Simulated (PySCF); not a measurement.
# V₂O: bending curve

Computed with UB3LYP in PySCF with O def2-SVP, V def2-SVP; no relativity; density-fitted integrals.

Rigid scan from the septet minimum (O–V 1.801 Å (×2), V–V 2.636 Å; O–V–V 42.9° (×2), V–O–V 94.1°). Coordinate: the V–O–V angle, bonds fixed. Energies in kJ/mol from the minimum.

| bond angle (°) | E (kJ/mol) | dipole size (D) | ⟨S²⟩ |
| --- | --- | --- | --- |
| 80 | 35.7 | 2.13 | 12.07 |
| 90 | 2.1 | 1.81 | 12.06 |
| 100 | 3.1 | 1.47 | 12.06 |
| 110 | 16.5 | 1.20 | 12.05 |
| 120 | 32.6 | 0.99 | 12.05 |
| 130 | 47.2 | 0.82 | 12.04 |
| 140 | 59.0 | 0.65 | 12.04 |
| 150 | 68.5 | 0.46 | 12.04 |
| 160 | 76.4 | 0.24 | 12.04 |
| 170 | 82.6 | 0.03 | 12.04 |
| 180 | 86.3 | 0.00 | 12.05 |

With the bonds held, the linear shape lies 86.3 kJ/mol from the minimum.

Open d and f shells are described by one determinant, and the ground state may have another occupation or spin.

Other isomers or separated fragments may lie lower.

The scan took 43 s on 2 threads of a shared Arm Neoverse V1 host; the process peaked at 0.75 GiB. Launch command: `OMP_NUM_THREADS=2 python axn.py task.json out`.
